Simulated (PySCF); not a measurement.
C5H4F2O. Atoms are numbered in the order given.

```xyz
12

C      2.4084     0.4918    -0.4238
C      1.0935     0.4520    -0.1623
O      0.2884     1.5786    -0.2861
C     -0.9855     1.2139     0.0974
C     -1.0731    -0.0904     0.4347
F     -2.1532    -0.7440     0.8692
C      0.2551    -0.7531     0.2450
F      0.2315    -1.7302    -0.7611
H      2.8874     1.4187    -0.7691
H      3.0130    -0.4175    -0.3120
H     -1.7385     2.0096     0.0894
H      0.6361    -1.2578     1.1611
```

The structure is a stationary point at PBE-D3(BJ)/def2-SVP. The structure was generated by enumeration; whether it is a known compound was not checked. One conformer was computed; it need not be the lowest.

These are PBE/pcSseg-1 in PySCF values and carry that method's errors.

GIAO shieldings, no solvent; atoms listed in one row are averaged. δ = σ(ref) − σ: ¹³C against TMS (σ = 182.0 ppm); ¹⁷O against H2O (σ = 334.3 ppm); ¹⁹F against CFCl3 (σ = 133.6 ppm); ¹H against TMS (σ = 31.49 ppm), references at their B3LYP-D3(BJ)/def2-TZVP geometries, non-relativistic.

```csv
nucleus,atoms,count,δ (ppm)
¹³C,C2,1,170.2
¹³C,C5,1,159.1
¹³C,C4,1,140.2
¹³C,C1,1,105.4
¹³C,C7,1,95.0
¹⁷O,O3,1,192.7
¹⁹F,F8,1,-188.2
¹⁹F,F6,1,-200.0
¹H,H11,1,7.02
¹H,H12,1,6.46
¹H,H9,1,5.74
¹H,H10,1,5.59
```
